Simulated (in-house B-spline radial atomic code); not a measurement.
A calculation on Sn+ (an excited or competing configuration): its settings, and results tabulated from the run. Computed with a radial B-spline atomic code at the basis-set limit: scalar-relativistic (X2C) SCAN, spin-polarised, spherical fractional occupations, Fermi nucleus of rms radius 4.6519 fm.

Command:
```bash
python run_scf.py task.json out
```
Settings (nuclear radius in fm, mass in u):
```
Z                50
configuration    [Kr] 4d10 5s1 5p1 6d1
hamiltonian      x2c
method           scan,scan
spin_polarised   True
nucleus          fermi
rms_radius       4.6519
atomic_mass      119.9022
speed_of_light   137.035999084
```

Output (hartree, bohr):
```
 radial grid: 81 intervals, B-splines of order 8, outer radius 60 bohr

 iter        energy (Eh)    residual
    1       -6176.066724    1.80e-01
    2       -6176.077866    1.96e-03
    3       -6176.077894    9.06e-04
    4       -6176.077899    4.91e-04
    5       -6176.077901    8.08e-05
    6       -6176.077901    9.37e-06
    7       -6176.077901    6.03e-07
    8       -6176.077901    3.68e-07

 total energy                     -6176.07790
 kinetic                            6503.6789
 electron-nucleus                 -14966.6198
 Hartree                            2453.5725
 exchange-correlation               -166.7095

 orbital      occ     eigenvalue          <r>       <r^2>       <1/r>       r_max
 1s up      1.000     -1066.7698    0.0284795  0.00110833     55.4868     0.01808
 1s down    1.000     -1066.7663    0.0284796  0.00110833     55.4867     0.01808
 2s up      1.000      -162.1437     0.124935   0.0184739     12.5997      0.1059
 2s down    1.000      -162.1427     0.124935   0.0184737     12.5997      0.1059
 2p up      3.000      -145.5744     0.109329   0.0146107     11.7012      0.0847
 2p down    3.000      -145.5724      0.10933   0.0146108     11.7011      0.0847
 3s up      1.000       -32.0074     0.338325    0.131034     4.41775       0.307
 3s down    1.000       -32.0054     0.338317    0.131023     4.41762       0.307
 3p up      3.000       -26.5325     0.336985    0.131892     4.12214      0.3005
 3p down    3.000       -26.5299     0.336973    0.131878     4.12214      0.3005
 3d up      5.000       -18.0952     0.314678     0.11756     3.86461      0.2516
 3d down    5.000       -18.0925     0.314655    0.117538     3.86477      0.2516
 4s up      1.000        -5.6248     0.820284    0.761077     1.70732      0.7478
 4s down    1.000        -5.6205     0.820758    0.761485     1.70521      0.7481
 4p up      3.000        -3.9613     0.886851    0.898779      1.5373      0.7899
 4p down    3.000        -3.9572     0.885624    0.894805     1.53744      0.7902
 4d up      5.000        -1.5448      1.09611     1.42532     1.21804      0.8854
 4d down    5.000        -1.5266      1.07764     1.36956     1.23329      0.8846
 5s up      1.000        -0.9145       2.1995     5.44153    0.587032       1.931
 5p up      1.000        -0.5948      2.63199     7.82072    0.483282       2.302
 6d up      1.000        -0.1070      9.68667     104.555     0.13445       9.473
```

Time taken, with all properties: 0.42 s on 1 thread of Intel(R) Xeon(R) Platinum 8259CL CPU @ 2.50GHz (shared host).

One-electron X2C: radii and densities carry no picture-change correction, so inner-shell <1/r> comes out high (for 1s by about 2 % at Z = 33, 5 % at 54, 10 % at 75, 30 % at 118) and <r> low.
